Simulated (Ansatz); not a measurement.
**Ligand exchange: CH2BrI + InH2(CH3) → CH3I + InH(CH3)Br**

Gas-phase species: CH2BrI `BrCI`, singlet; InH2(CH3), singlet; CH3I (methyl iodide) `CI`, singlet; InH(CH3)Br, singlet. The partners trade Br for H: C–Br and In–H bonds give way to C–H and In–Br.

Shapes, held fixed at every level: PBE0-D4/def2-TZVP. Programs: Ansatz 0.2.0. Electronic energies: no zero-point or thermal term.

| level | kind | ΔE (kJ/mol) | less CCSD(T)/def2-TZVPP |
| --- | --- | --- | --- |
| PBE-D4/def2-TZVPP | GGA | -220.6 | +6.9 |
| r2SCAN-D4/def2-TZVPP | meta-GGA | -234.3 | -6.8 |
| B3LYP-D4/def2-TZVPP | global hybrid | -229.1 | -1.6 |
| r2SCAN0-D4/def2-TZVPP | global hybrid | -239.1 | -11.6 |
| wB97X-V/def2-TZVPP | range-separated hybrid | -229.3 | -1.8 |
| MP2/def2-TZVPP | perturbation theory | -230.4 | -2.9 |
| CCSD/def2-SVP | coupled cluster or CI | -240.7 | -13.2 |
| CCSD(T)/def2-TZVPP | coupled cluster or CI | -227.5 | 0.0 |

The highest level, CCSD(T)/def2-TZVPP, gives ΔE = -227.5 kJ/mol; the levels span -240.7 to -220.6. The column of differences is taken from that level and isn't an error. No measured value is set beside it here. For atoms past krypton def2 sets carry core potentials with scalar relativity. Relativity is left out for Br. Outer-core shells of Br, I, In are correlated, in sets that cover them unevenly.
